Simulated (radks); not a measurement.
Spherical quantum dot in the effective-mass picture: electrons in a hard-walled sphere of radius 9.4, with a point charge +1 (a donor) at the centre, all in effective atomic units (hartree* = m*/eps^2 hartree, bohr* = eps/m* bohr), one dielectric constant everywhere. Method: non-relativistic Kohn-Sham, exchange-only LDA, spin-polarised, spherical densities; computed with a radial shooting solver with Libxc functionals. Levels are named by radial order and angular momentum (1s, 1p, 1d, 2s, ...), and open shells are averaged over m.

N = 16, configuration 1s2 1p6 1d(up 5, down 2) 2s(up 1, down 0). This is the lowest configuration that the search found. Occupied and some empty levels:

| level | occupation | eigenvalue (hartree*) | <r> (bohr*) |
|---|---|---|---|
| 1s up | 1 | 1.9527 | 4.469 |
| 1s down | 1 | 1.9919 | 6.744 |
| 1p up | 3 | 1.9921 | 6.909 |
| 2s up | 1 | 1.9931 | 4.080 |
| 1p down | 3 | 2.0170 | 6.907 |
| 1d up | 5 | 2.0376 | 7.045 |
| 1d down | 2 | 2.0625 | 7.038 |
| 1f up | 0 | 2.1018 | 7.165 |
| 1f down | 0 | 2.1269 | 7.160 |
| 1g up | 0 | 2.1836 | 7.273 |
| 2s down | 0 | 2.1848 | 3.090 |
| 1g down | 0 | 2.2089 | 7.271 |
| 2p up | 0 | 2.2880 | 4.583 |
| 2p down | 0 | 2.3254 | 4.887 |

Energy (hartree*): total 15.5190, kinetic 3.4641, external -3.1770, Hartree 17.522, exchange-correlation -2.2904.

Electron density:

| r (bohr*) | n(r) (e/bohr*^3) |
|---|---|
| 0.274 | 0.1689 |
| 0.741 | 0.06625 |
| 1.21 | 0.02663 |
| 1.68 | 0.01108 |
| 2.14 | 0.004864 |
| 2.61 | 0.002412 |
| 3.08 | 0.001548 |
| 3.55 | 0.001435 |
| 4.01 | 0.001762 |
| 4.48 | 0.002435 |
| 4.95 | 0.003427 |
| 5.42 | 0.004711 |
| 5.88 | 0.006167 |
| 6.35 | 0.007550 |
| 6.82 | 0.008436 |
| 7.29 | 0.008337 |
| 7.75 | 0.006949 |
| 8.22 | 0.004490 |
| 8.69 | 0.001867 |
| 9.16 | 0.0002253 |
